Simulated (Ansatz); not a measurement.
Geometry optimisation, RKS BLYP-D4/def2-mTZVP (Ansatz).

Input file:

```yaml
crystal:
  periodic: [false, false, false]
  atoms:
    - { symbol: "N", position_ang: [-0.5033, -1.0508, -1.4467] }
    - { symbol: Si, position_ang: [0.771, -0.8583, -0.386] }
    - { symbol: Cl, position_ang: [1.8916, 0.6613, -1.1868] }
    - { symbol: "N", position_ang: [-0.0553, -0.4651, 0.8416] }
    - { symbol: Si, position_ang: [-0.2298, 0.7568, 1.7974] }
    - { symbol: H, position_ang: [-1.36522, -1.23434, -0.79746] }
    - { symbol: H, position_ang: [-0.41363, -1.94724, -1.9115] }
    - { symbol: H, position_ang: [-0.9626, -0.972, 0.7613] }
    - { symbol: H, position_ang: [-0.7834, 1.9112, 1.0731] }
    - { symbol: H, position_ang: [1.1006, 1.1251, 2.3854] }
basis:
  gaussian: { orbitals: def2-mTZVP }
hamiltonian:
  xc: blyp
  dispersion: d4
relax:
  f_tol: 0.015
  max_steps: 40
output:
  orbitals: {}
```

Launched with:

```bash
$ ansatz run input.yaml --threads 2 --pin off --max-ram 3072MiB --backend cpu --events-out ev --progress --plain --runs-dir out
```

Problem. Where does it end, and by what steps?

Solution. The forces met the threshold. After 32 steps the energy has fallen by 3.813 eV; H9 moved furthest, 1.67 Å.

```csv
step,energy less start (eV),largest force component (eV/Å),accepted
0,0.0000,6.054,yes
2,-2.9221,1.058,yes
4,-3.3471,0.509,yes
6,-3.5813,0.417,yes
8,-3.6445,0.291,yes
10,-3.6596,0.124,yes
12,-3.6721,0.129,yes
14,-3.6784,0.238,yes
16,-3.6838,0.320,yes
18,-3.6912,0.405,yes
20,-3.7075,0.246,yes
22,-3.7227,0.305,yes
24,-3.7584,1.475,yes
26,-3.7834,0.550,yes
28,-3.8077,0.091,yes
30,-3.8127,0.022,yes
32,-3.8129,0.014,yes
```

```xyz
10
Properties=species:S:1:pos:R:3
N -0.622 -1.718 -1.378
Si 0.736 -0.846 -0.681
Cl 0.920 1.126 -1.617
N 0.004 -0.299 0.885
Si -0.054 1.160 1.768
H -1.474 -1.208 -1.628
H -0.408 -2.402 -2.105
H -0.446 -1.097 1.351
H 0.844 2.232 1.286
H -0.051 0.977 3.250
```

Whether the end is a true minimum wasn't checked by a vibrational analysis.

Time of the run: 2.2 min on 2 threads of Arm Neoverse V1 (shared host), peak memory 0.24 GiB.
